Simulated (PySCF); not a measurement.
Compound: C₆H₁₁NSi.
Geometry (GFN2-xTB, Å), atoms numbered from 1 in this order:
```
atom  x, y, z in Å
N1     2.136    0.152    2.369
C2     1.863    0.218    1.258
C3     1.488    0.304   -0.119
C4     0.908   -1.036   -0.596
C5    -0.380   -1.412    0.134
C6    -1.567   -0.521   -0.227
C7    -1.411    0.906    0.301
Si8    0.186    1.701   -0.342
H9     2.392    0.533   -0.691
H10    0.714   -0.973   -1.670
H11    1.648   -1.826   -0.438
H12   -0.207   -1.366    1.212
H13   -0.629   -2.447   -0.117
H14   -1.685   -0.501   -1.314
H15   -2.476   -0.963    0.191
H16   -1.393    0.878    1.393
H17   -2.285    1.494    0.019
H18    0.109    1.980   -1.782
H19    0.578    2.890    0.412
```

Computed, not measured: PySCF, TDDFT PBE0/def2-SVPD, vertical, gas phase, core orbitals frozen in the response.

Ground-to-excited transition dipoles (e·a0, same axes as the geometry; the sign carries no meaning), for the states with f of 0.002 or more among the lowest 6:

```
state  E (eV)      μx      μy      μz
   S2   7.431  -0.138   0.299  -0.277
   S3   7.530  -0.047   0.283  -0.148
   S4   7.688   0.155   0.041   0.153
   S5   7.814   0.352   0.027   0.126
   S6   7.956  -0.209  -0.188  -0.058
```

Task: Work out the oscillator strengths.

Result: f = (2/3) ΔE |μ|² with ΔE in hartree (27.2114 eV).

```
state  |μ|² (au)  |μ| (D)      f
   S2      0.185     1.09  0.034
   S3      0.104     0.82  0.019
   S4      0.049     0.56  0.009
   S5      0.141     0.95  0.027
   S6      0.082     0.73  0.016
```

Task: What angle do the transition dipoles of S2 and S3 make?

Result: |cos θ| = |μa·μb| / (|μa| |μb|) = 0.95, so θ ≈ 18° (taken between 0 and 90°, since the signs are arbitrary).

Task: What peak molar absorption coefficient would the strongest computed level give as a lone Gaussian band 0.5 eV wide at half height?

Result: ε(max) = 2.175×10⁸ f / FWHM, with the width in cm⁻¹. S2: 2.175×10⁸ × 0.0337 / 4033 ≈ 1800 L mol⁻¹ cm⁻¹.

One conformer stands for the species.
